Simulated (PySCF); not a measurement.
**Broadened absorption spectrum of C6H13P**

Compound: C₆H₁₃P.
SMILES: `CC(C)[C@@H]1P[C@@H]1C`

Level of theory: TDDFT PBE0/def2-SVPD, vertical, gas phase, core orbitals frozen in the response (PySCF). Geometry: GFN2-xTB, one conformer, isolated molecule.

Broadening: Gaussians 0.4 eV wide at half height, area fixed by f = 4.319×10⁻⁹ ∫ε dν̃. The width is an assumption, not a result. The curve ends short of the highest state used, and states not computed would add to its high-energy end.

λ (nm), ε (L mol⁻¹ cm⁻¹) and a bar:
```
    184.2       4025 ############################
    185.7       4222 #############################
    187.1       4326 ##############################
    188.5       4337 ##############################
    190.0       4279 ##############################
    191.4       4199 #############################
    192.8       4111 ############################
    194.3       3990 ############################
    195.7       3812 ##########################
    197.1       3535 ########################
    198.5       3151 ######################
    200.0       2643 ##################
    201.4       2128 ###############
    202.8       1624 ###########
    204.3       1147 ########
    205.7        785 #####
    207.1        510 ###
    208.6        304 ##
    210.0        179 #
    211.4        100 #
    212.8         54 
    214.3         26 
    215.7         13 
    217.1          6
```

Task: Locate the maxima and give the states behind the curve.

Result: 188 nm (6.60 eV), ε about 4300, made up of S1 (17%) and S2 (68%) (ε in L mol⁻¹ cm⁻¹; maxima over ε = 5, shares over 10%). The states used: S1 6.31 eV (f 0.046); S2 6.62 eV (f 0.044); S3 6.74 eV (f 0.0088); S4 6.85 eV (f 0.0073); S5 7.06 eV (f 0.028); S6 7.10 eV (f 0.019); S7 7.27 eV (f 0.043); S8 7.33 eV (f 0.061).

Task: What would ε be at 6.60 eV, the highest of these maxima, with half the width (0.2 eV)?

Result: About 6080 L mol⁻¹ cm⁻¹ against 4340, a factor of about 1.4; a lone state at its own centre would give exactly 2.

Task: On this curve, what absorbance would a 10⁻⁵ mol/L sample give at 193 nm over a 1 cm path?

Result: 193 nm is 6.424 eV, where ε is about 4100 L mol⁻¹ cm⁻¹, so A = ε c l ≈ 0.041 (Beer–Lambert, with the gas-phase spectrum and the assumed width).

Task: Coming from long wavelengths, where does ε first pass 100 L mol⁻¹ cm⁻¹?

Result: At about 211 nm (5.86 eV), 0.44 eV below S1.
